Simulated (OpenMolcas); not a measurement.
# Au3+ in a point-charge field

Au3+ among 6 point charges of -1.1 e arranged as a tetragonal octahedron (D4h), 1.89 Å from the ion, with the axial distance 1.644 Å.

```json
{
  "Program": "OpenMolcas",
  "Method": "SS-CASPT2, IPEA 0.25 Eh, imaginary shift 0.1 Eh (closed shells correlated: 5s 5p)",
  "Basis": "ANO-RCC-VDZP [7s6p4d2f]",
  "Scalar Hamiltonian": "DKH2, point nucleus",
  "Active space": "8 electrons in 5 orbitals (5d)",
  "State averaging": "2S+1 = 3 even, 10 roots; 2S+1 = 1 even, 15 roots",
  "Spin-orbit coupling": "RASSI with atomic mean-field integrals over the reference wave functions"
}
```

The lowest spin-free states (labels of D4, the rotations of D4h), above the lowest:

```json
{"State": "3B1", "Degeneracy": "1", "E (cm-1)": "0", "Free-ion L (%)": "F (100)"}
{"State": "3B2", "Degeneracy": "1", "E (cm-1)": "7700", "Free-ion L (%)": "F (100)"}
{"State": "3E", "Degeneracy": "2", "E (cm-1)": "8060", "Free-ion L (%)": "F (92)"}
{"State": "1A1", "Degeneracy": "1", "E (cm-1)": "9580", "Free-ion L (%)": "D (57)"}
{"State": "1B1", "Degeneracy": "1", "E (cm-1)": "13700", "Free-ion L (%)": "D (74)"}
{"State": "3E", "Degeneracy": "2", "E (cm-1)": "14400", "Free-ion L (%)": "F (86)"}
{"State": "3A2", "Degeneracy": "1", "E (cm-1)": "15880", "Free-ion L (%)": "F (100)"}
{"State": "1E", "Degeneracy": "2", "E (cm-1)": "19150", "Free-ion L (%)": "D (50)"}
{"State": "1B2", "Degeneracy": "1", "E (cm-1)": "20510", "Free-ion L (%)": "D (84)"}
{"State": "3E", "Degeneracy": "2", "E (cm-1)": "24310", "Free-ion L (%)": "P (78)"}
{"State": "1A1", "Degeneracy": "1", "E (cm-1)": "25080", "Free-ion L (%)": "G (76)"}
{"State": "1E", "Degeneracy": "2", "E (cm-1)": "25730", "Free-ion L (%)": "G (66)"}
{"State": "3A2", "Degeneracy": "1", "E (cm-1)": "26900", "Free-ion L (%)": "P (100)"}
{"State": "1B1", "Degeneracy": "1", "E (cm-1)": "30900", "Free-ion L (%)": "G (74)"}
{"State": "1B2", "Degeneracy": "1", "E (cm-1)": "31170", "Free-ion L (%)": "G (84)"}
{"State": "1A2", "Degeneracy": "1", "E (cm-1)": "31710", "Free-ion L (%)": "G (100)"}
{"State": "1E", "Degeneracy": "2", "E (cm-1)": "34210", "Free-ion L (%)": "G (85)"}
{"State": "1A1", "Degeneracy": "1", "E (cm-1)": "34900", "Free-ion L (%)": "G (79)"}
{"State": "1A1", "Degeneracy": "1", "E (cm-1)": "54390", "Free-ion L (%)": "S (94)"}
```

The lowest levels with spin-orbit coupling:

```json
{"E (cm-1)": "0", "Degeneracy": "1", "Label": "B2", "2S+1": "3", "g": ""}
{"E (cm-1)": "160", "Degeneracy": "2", "Label": "E", "2S+1": "3", "g": "0.00 0.00 6.08"}
{"E (cm-1)": "4700", "Degeneracy": "1", "Label": "A1", "2S+1": "3 (66 %)", "g": ""}
{"E (cm-1)": "5160", "Degeneracy": "1", "Label": "B1", "2S+1": "3", "g": ""}
{"E (cm-1)": "6590", "Degeneracy": "2", "Label": "E", "2S+1": "3", "g": "0.00 0.00 0.30"}
{"E (cm-1)": "10200", "Degeneracy": "1", "Label": "A2", "2S+1": "3", "g": ""}
{"E (cm-1)": "10460", "Degeneracy": "1", "Label": "B1", "2S+1": "1 (51 %)", "g": ""}
{"E (cm-1)": "10710", "Degeneracy": "1", "Label": "A1", "2S+1": "3", "g": ""}
{"E (cm-1)": "11720", "Degeneracy": "1", "Label": "B2", "2S+1": "3 (76 %)", "g": ""}
{"E (cm-1)": "13690", "Degeneracy": "1", "Label": "A1", "2S+1": "3 (65 %)", "g": ""}
{"E (cm-1)": "15300", "Degeneracy": "2", "Label": "E", "2S+1": "3 (71 %)", "g": "0.00 0.00 0.72"}
{"E (cm-1)": "17920", "Degeneracy": "1", "Label": "B1", "2S+1": "3", "g": ""}
{"E (cm-1)": "18020", "Degeneracy": "1", "Label": "A2", "2S+1": "3", "g": ""}
{"E (cm-1)": "20160", "Degeneracy": "2", "Label": "E", "2S+1": "3 (81 %)", "g": "0.00 0.00 1.78"}
{"E (cm-1)": "21490", "Degeneracy": "1", "Label": "B2", "2S+1": "3 (67 %)", "g": ""}
{"E (cm-1)": "22400", "Degeneracy": "2", "Label": "E", "2S+1": "3", "g": "0.00 0.00 5.00"}
{"E (cm-1)": "24600", "Degeneracy": "2", "Label": "E", "2S+1": "3", "g": "0.00 0.00 2.55"}
{"E (cm-1)": "26210", "Degeneracy": "1", "Label": "B2", "2S+1": "3", "g": ""}
{"E (cm-1)": "26880", "Degeneracy": "1", "Label": "A1", "2S+1": "1 (62 %)", "g": ""}
{"E (cm-1)": "29300", "Degeneracy": "1", "Label": "A1", "2S+1": "3 (76 %)", "g": ""}
```

Powder χT (cm3 K/mol): 0.0408 at 2 K, 0.204 at 10 K, 1.02 at 50 K, 1.75 at 100 K, 2.23 at 200 K, 2.36 at 300 K. The effective moment at 300 K is 2.828 √(χT) = 4.35 μB.

The lowest level has 2S+1 = 3, for which the spin-only value is χT = S(S+1) / 2 = 1.000 cm3 K/mol (g = 2). The computed 2.362 at 300 K differs by +1.362, through orbital momentum, spin-orbit coupling and any other state in reach.

Spin-orbit coupling mixes the spin-free states strongly: the lowest level takes only 68 % from its leading state, 3B1. Real 4d8 and 5d8 ions are as a rule square planar and diamagnetic. This shell can be high or low spin here, a state of another spin lies low, and with metal d orbitals alone active their balance is uncertain, so the ground spin may be wrong. Point charges give a weaker field than real ligands, and real ions of this kind are as a rule low spin; the high spin found here belongs to the model. Free-ion shares, where given, are those of the reference states; single-state CASPT2 does not remix them. This is an electrostatic model: the charges have no orbitals. No measured value stands beside these numbers.

The CASPT2 steps took 1.7 s on 1 thread of Arm Neoverse V2, on a shared host; the integral step is not counted.

With an even number of electrons the g values are those of a degenerate or nearly degenerate non-Kramers pair.
